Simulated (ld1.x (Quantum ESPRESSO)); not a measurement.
## Os: variants of one TM potential

Base potential:

Os, norm-conserving Troullier–Martins (Kleinman–Bylander form), made with ld1.x (Quantum ESPRESSO) 7.5 (BLYP, scalar-relativistic). Core [Xe] 4f14, reference 5d6 6s1 6p1. Waves: 6s (bound): rc 2.10 bohr; 6p (bound): rc 3.10 bohr; 5d (bound): rc 1.35 bohr. Local part: the d channel. Core correction: a·sin(br)/r model core, default radius (core density twice the valence density).

Cutoffs, loose and tight: the cutoffs (Ry, on a coarse ladder) from which the occupation-weighted sum of valence levels, in a spherical-Bessel basis at the reference potential, stays within 10 and 1 mRy of its value at 400 Ry. They do not see the model core or the augmentation charge, which bear on the density cutoff. Test errors are all-electron minus pseudo excitation energies from the reference, over the configurations 5d6 6s2 6p0; 5d6 6s1 6p0; 5d6 6s0 6p0; 5d5 6s0 6p0; 5d6 6s0 6p1; 5d6 6s1.5 6p0; 5d6.5 6s1.5 6p0. A dash means not determined; rows that change the core or the reference have their own tests. The largest error is taken over the tests solved by every variant that gives reliable tests at all: 5d5 6s0 6p0; 5d6 6s0 6p0; 5d6 6s1 6p0; 5d6 6s1.5 6p0; 5d6 6s2 6p0; 5d6.5 6s1.5 6p0.

A true bound ghost makes a file unfit for plane-wave use even where its test errors are small: the radial tests pick states by their node count and pass the ghost by. Where a test does run into it, the solver fails or the error is huge.

| change | outcome | cutoff, loose | cutoff, tight | bound ghosts | largest test error (meV) |
| --- | --- | --- | --- | --- | --- |
| base | generated | 35 Ry | 70 Ry | s, p | -55 |
| all radii but the core radius scaled by about 0.74 (s 1.56, p 2.30, d 1.00 bohr) | generated | 180 Ry | over 300 Ry | p, s | -98 |
| all radii but the core radius scaled by about 0.81 (s 1.70, p 2.52, d 1.10 bohr) | generated | 120 Ry | 200 Ry | s, p | -86 |
| all radii but the core radius scaled by about 0.88 (s 1.84, p 2.72, d 1.18 bohr) | generated | 90 Ry | 140 Ry | s, p | -69 |
| all radii but the core radius scaled by about 0.94 (s 1.98, p 2.92, d 1.28 bohr) | generated | 35 Ry | 55 Ry | s, p | -59 |
| all radii but the core radius scaled by about 1.09 (s 2.28, p 3.38, d 1.46 bohr) | generated | 35 Ry | 70 Ry | s, p | -55 |
| all radii but the core radius scaled by about 1.19 (s 2.50, p 3.68, d 1.60 bohr) | generated | 35 Ry | 55 Ry | s, p | -62 |
| all radii but the core radius scaled by about 1.25 (s 2.62, p 3.86, d 1.68 bohr) | generated | 35 Ry | 45 Ry | s, p | -74 |
| all radii but the core radius scaled by about 1.30 (s 2.74, p 4.04, d 1.76 bohr) | generated | 35 Ry | 45 Ry | s, p | -91 |
| all radii but the core radius scaled by about 1.38 (s 2.90, p 4.30, d 1.86 bohr) | generated | 35 Ry | 45 Ry | s, p | -122 |

Reading the sweep of the scale of all radii but the core radius (base = 1) (base included, trends over the rows without a ghost): Bound ghosts are found at 0.74, 0.81, 0.88, 0.94, 1, 1.09, 1.19, 1.25, 1.3, 1.38. Every judged row has one, so this setting neither creates nor removes them.
